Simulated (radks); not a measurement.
Question: All-electron atom: Se2.5+ in [Ar] 3d10 4p(up 1.5, down 1.5) 4s(up 0.25, down 0.25) (fractional occupations, a model configuration). All-electron calculation, non-relativistic Kohn-Sham, r2SCAN, spin-polarised, spherical densities, point nucleus; meta-GGA in the generalised Kohn-Sham scheme. Program: a radial shooting solver on a logarithmic mesh with Libxc functionals. Some entries of the table are withheld. Estimate them.

orbital,occ.,eigenvalue (hartree),r(max) (bohr),<r^2> (bohr^2)
1s,2,(1),0.02971,0.002713
2s,2,-59.05115,0.1680,(2)
2p,6,-53.06641,0.1334,0.03649
3s,2,-8.95326,0.5110,0.3912
3p,6,-6.86952,0.5043,0.4114
3d,10,-3.20306,0.4537,0.4817
4s,0.5,-1.62298,1.487,3.254
4p,3,-1.17148,1.670,4.215

Answer: 
(1) 1s eigenvalue (hartree): -454.4451
(2) 2s <r^2> (bohr^2): 0.04700
